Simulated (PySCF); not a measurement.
PySCF input (CCSD(T)/cc-pVDZ):

```python
from pyscf import gto, scf, mp, cc as ccmod

mol = gto.M(
    atom='''
    S    -0.05714061   -0.00577212   -0.46752045
    O    -0.03762095   -0.03658929    1.03750798
    H     1.21521742    0.38506813   -0.81973662
    ''',
    basis='cc-pvdz',
    charge=0,
    spin=1,
    verbose=4,
)

mf = scf.UHF(mol)
mf.conv_tol = 1e-10
mf.max_cycle = 100
mf.kernel()
mo, _, stable, _ = mf.stability(return_status=True)
if not stable:
    mf.kernel(mf.make_rdm1(mo, mf.mo_occ))
mp2 = mp.MP2(mf, frozen=6).run()
cc = ccmod.CCSD(mf, frozen=6)
cc.max_cycle = 100
cc.kernel()
et = cc.ccsd_t()
print(f'E(CCSD(T)) = {cc.e_tot + et:.9f}')
```

Output:

```
PySCF version 2.14.0

[INPUT] verbose = 4
[INPUT] num. atoms = 3
[INPUT] num. electrons = 25
[INPUT] charge = 0
[INPUT] spin (= nelec alpha-beta = 2S) = 1
[INPUT] symmetry False subgroup None
[INPUT] Mole.unit = angstrom
[INPUT] Symbol           X                Y                Z      unit          X                Y                Z       unit  Magmom
[INPUT]  1 S     -0.057140610000  -0.005772120000  -0.467520450000 AA   -0.107980103491  -0.010907725958  -0.883485608133 Bohr   0.0
[INPUT]  2 O     -0.037620950000  -0.036589290000   1.037507980000 AA   -0.071093292046  -0.069143737192   1.960605934251 Bohr   0.0
[INPUT]  3 H      1.215217420000   0.385068130000  -0.819736620000 AA    2.296428105601   0.727673304998  -1.549077706077 Bohr   0.0

nuclear repulsion = 52.9988639360149
number of shells = 13
number of NR pGTOs = 74
number of NR cGTOs = 37
basis = cc-pvdz
ecp = {}

******** <class 'pyscf.scf.uhf.UHF'> ********
method = UHF
initial guess = minao
damping factor = 0
level_shift factor = 0
DIIS = <class 'pyscf.scf.diis.CDIIS'>
diis_start_cycle = 1
diis_space = 8
diis_damp = 0
SCF conv_tol = 1e-10
SCF conv_tol_grad = None
SCF max_cycles = 100
direct_scf = True
direct_scf_tol = 1e-13
number electrons alpha = 13  beta = 12
Set gradient conv threshold to 1e-05
init E= -473.017740438491
  alpha nocc = 13  HOMO = -0.208781770659253  LUMO = 0.0803479719054798
  beta  nocc = 12  HOMO = -0.335439315913567  LUMO = -0.208781770659253

WARN: HOMO -0.208781770659253 >= LUMO -0.208781770659253

cycle= 1 E= -472.809997940614  delta_E= 0.208  |g|= 0.429  |ddm|= 1.27
  alpha nocc = 13  HOMO = -0.336079795553857  LUMO = 0.104051061329547
  beta  nocc = 12  HOMO = -0.346328392917438  LUMO = 0.0373618386524206
  HOMO = -0.336079795554  LUMO = 0.0373618386524  gap/eV = 10.16186
cycle= 2 E= -472.854688458482  delta_E= -0.0447  |g|= 0.363  |ddm|= 0.531
  alpha nocc = 13  HOMO = -0.401254918796832  LUMO = 0.140159448991442
  beta  nocc = 12  HOMO = -0.431761870133787  LUMO = 0.0305133650214384
  HOMO = -0.401254918797  LUMO = 0.0305133650214  gap/eV = 11.74901
cycle= 3 E= -472.905864632915  delta_E= -0.0512  |g|= 0.0461  |ddm|= 0.235
  alpha nocc = 13  HOMO = -0.398987090126533  LUMO = 0.152667186955041
  beta  nocc = 12  HOMO = -0.425574676454795  LUMO = 0.0579984882639941
  HOMO = -0.398987090127  LUMO = 0.057998488264  gap/eV = 12.43521
cycle= 4 E= -472.909209856971  delta_E= -0.00335  |g|= 0.0303  |ddm|= 0.0593
  alpha nocc = 13  HOMO = -0.405807596550066  LUMO = 0.153032315664918
  beta  nocc = 12  HOMO = -0.431948886629465  LUMO = 0.0637733944283911
  HOMO = -0.40580759655  LUMO = 0.0637733944284  gap/eV = 12.77795
cycle= 5 E= -472.911425864145  delta_E= -0.00222  |g|= 0.0222  |ddm|= 0.0537
  alpha nocc = 13  HOMO = -0.403379886788653  LUMO = 0.154289325894011
  beta  nocc = 12  HOMO = -0.434275842099311  LUMO = 0.0762115634584664
  HOMO = -0.403379886789  LUMO = 0.0762115634585  gap/eV = 13.05035
cycle= 6 E= -472.913893023661  delta_E= -0.00247  |g|= 0.0138  |ddm|= 0.0838
  alpha nocc = 13  HOMO = -0.399056517657739  LUMO = 0.155813199316209
  beta  nocc = 12  HOMO = -0.438317044554807  LUMO = 0.08713904545144
  HOMO = -0.399056517658  LUMO = 0.0871390454514  gap/eV = 13.23006
cycle= 7 E= -472.915089536532  delta_E= -0.0012  |g|= 0.00415  |ddm|= 0.0842
  alpha nocc = 13  HOMO = -0.396513340956148  LUMO = 0.156106307612131
  beta  nocc = 12  HOMO = -0.43835561027571  LUMO = 0.0856799633919052
  HOMO = -0.396513340956  LUMO = 0.0856799633919  gap/eV = 13.12115
cycle= 8 E= -472.915163145869  delta_E= -7.36e-05  |g|= 0.00159  |ddm|= 0.0179
  alpha nocc = 13  HOMO = -0.3961137178479  LUMO = 0.156202326683304
  beta  nocc = 12  HOMO = -0.439035617108893  LUMO = 0.08776003966141
  HOMO = -0.396113717848  LUMO = 0.0877600396614  gap/eV = 13.16688
cycle= 9 E= -472.915172330145  delta_E= -9.18e-06  |g|= 0.000559  |ddm|= 0.00869
  alpha nocc = 13  HOMO = -0.396141077448279  LUMO = 0.156194201769843
  beta  nocc = 12  HOMO = -0.439045844287626  LUMO = 0.0870501127258261
  HOMO = -0.396141077448  LUMO = 0.0870501127258  gap/eV = 13.14830
cycle= 10 E= -472.915172677418  delta_E= -3.47e-07  |g|= 0.000313  |ddm|= 0.00177
  alpha nocc = 13  HOMO = -0.39606820145758  LUMO = 0.156222324215106
  beta  nocc = 12  HOMO = -0.439142557168476  LUMO = 0.0874871216323028
  HOMO = -0.396068201458  LUMO = 0.0874871216323  gap/eV = 13.15821
cycle= 11 E= -472.915172887628  delta_E= -2.1e-07  |g|= 0.000102  |ddm|= 0.00135
  alpha nocc = 13  HOMO = -0.396085362138511  LUMO = 0.156224166223411
  beta  nocc = 12  HOMO = -0.439139923306735  LUMO = 0.0874236192104898
  HOMO = -0.396085362139  LUMO = 0.0874236192105  gap/eV = 13.15695
cycle= 12 E= -472.915172909845  delta_E= -2.22e-08  |g|= 4.55e-05  |ddm|= 0.000327
  alpha nocc = 13  HOMO = -0.396080358517589  LUMO = 0.156226795068698
  beta  nocc = 12  HOMO = -0.439141278687012  LUMO = 0.0874128727891397
  HOMO = -0.396080358518  LUMO = 0.0874128727891  gap/eV = 13.15652
cycle= 13 E= -472.915172915618  delta_E= -5.77e-09  |g|= 2.11e-05  |ddm|= 0.000144
  alpha nocc = 13  HOMO = -0.396079258735568  LUMO = 0.156227274857411
  beta  nocc = 12  HOMO = -0.439141101658644  LUMO = 0.0874257991682867
  HOMO = -0.396079258736  LUMO = 0.0874257991683  gap/eV = 13.15684
cycle= 14 E= -472.915172917114  delta_E= -1.5e-09  |g|= 9.73e-06  |ddm|= 7.69e-05
  alpha nocc = 13  HOMO = -0.396079008196807  LUMO = 0.156227428423286
  beta  nocc = 12  HOMO = -0.43914251993015  LUMO = 0.0874260511518754
  HOMO = -0.396079008197  LUMO = 0.0874260511519  gap/eV = 13.15684
cycle= 15 E= -472.915172917457  delta_E= -3.43e-10  |g|= 3.79e-06  |ddm|= 4.45e-05
  alpha nocc = 13  HOMO = -0.396078749307598  LUMO = 0.156227409148114
  beta  nocc = 12  HOMO = -0.439142282982961  LUMO = 0.0874263714645944
  HOMO = -0.396078749308  LUMO = 0.0874263714646  gap/eV = 13.15684
cycle= 16 E= -472.915172917501  delta_E= -4.39e-11  |g|= 1.85e-06  |ddm|= 1.48e-05
  alpha nocc = 13  HOMO = -0.396078784093175  LUMO = 0.156227392983169
  beta  nocc = 12  HOMO = -0.439142613371824  LUMO = 0.0874261576934217
  HOMO = -0.396078784093  LUMO = 0.0874261576934  gap/eV = 13.15684
Extra cycle  E= -472.915172917505  delta_E= -4.21e-12  |g|= 1.25e-06  |ddm|= 2.94e-06
converged SCF energy = -472.915172917505  <S^2> = 0.7682784  2S+1 = 2.0181956
uhf_internal: lowest eigs of H = [0.11003224 0.23195254 0.295097  ]
<class 'pyscf.scf.uhf.UHF'> wavefunction is stable in the internal stability analysis

******** <class 'pyscf.mp.ump2.UMP2'> ********
nocc = (np.int64(7), np.int64(6)), nmo = (31, 31)
frozen orbitals 6
E(UMP2) = -473.209845628858  E_corr = -0.294672711352981
E(SCS-UMP2) = -473.202009390633  E_corr = -0.286836473128448
E_corr(same-spin) = -0.0770432082636115
E_corr(oppo-spin) = -0.21762950308937

******** <class 'pyscf.cc.uccsd.UCCSD'> ********
CC2 = 0
CCSD nocc = (np.int64(7), np.int64(6)), nmo = (31, 31)
frozen orbitals 6
max_cycle = 100
direct = 0
conv_tol = 1e-07
conv_tol_normt = 1e-06
diis_space = 6
diis_start_cycle = 0
diis_start_energy_diff = 1e+09
Init t2, MP2 energy = -0.294672718241491
Init E_corr(UCCSD) = -0.294672718243126
cycle = 1  E_corr(UCCSD) = -0.306216713231606  dE = -0.011543995  norm(t1,t2) = 0.0870414
cycle = 2  E_corr(UCCSD) = -0.316377328100817  dE = -0.0101606149  norm(t1,t2) = 0.032631
cycle = 3  E_corr(UCCSD) = -0.318331033880781  dE = -0.00195370578  norm(t1,t2) = 0.0245393
cycle = 4  E_corr(UCCSD) = -0.32207072606937  dE = -0.00373969219  norm(t1,t2) = 0.0151239
cycle = 5  E_corr(UCCSD) = -0.321764043831647  dE = 0.000306682238  norm(t1,t2) = 0.00558537
cycle = 6  E_corr(UCCSD) = -0.32170441827144  dE = 5.96255602e-05  norm(t1,t2) = 0.00168295
cycle = 7  E_corr(UCCSD) = -0.321757511089634  dE = -5.30928182e-05  norm(t1,t2) = 0.000400513
cycle = 8  E_corr(UCCSD) = -0.321749126391239  dE = 8.38469839e-06  norm(t1,t2) = 0.000127004
cycle = 9  E_corr(UCCSD) = -0.32174858951298  dE = 5.36878259e-07  norm(t1,t2) = 5.80683e-05
cycle = 10  E_corr(UCCSD) = -0.321747319319107  dE = 1.27019387e-06  norm(t1,t2) = 2.30967e-05
cycle = 11  E_corr(UCCSD) = -0.321747532433965  dE = -2.13114858e-07  norm(t1,t2) = 8.58058e-06
cycle = 12  E_corr(UCCSD) = -0.321747485899003  dE = 4.65349613e-08  norm(t1,t2) = 3.6823e-06
cycle = 13  E_corr(UCCSD) = -0.321747364420757  dE = 1.21478246e-07  norm(t1,t2) = 1.38833e-06
cycle = 14  E_corr(UCCSD) = -0.32174735750628  dE = 6.9144771e-09  norm(t1,t2) = 6.5757e-07
UCCSD converged
E(UCCSD) = -473.2369202750112  E_corr = -0.3217473575062798
UCCSD(T) correction = -0.0087592984122353
E(CCSD(T)) = -473.245679573
```

It need not be the lowest isomer of its formula.
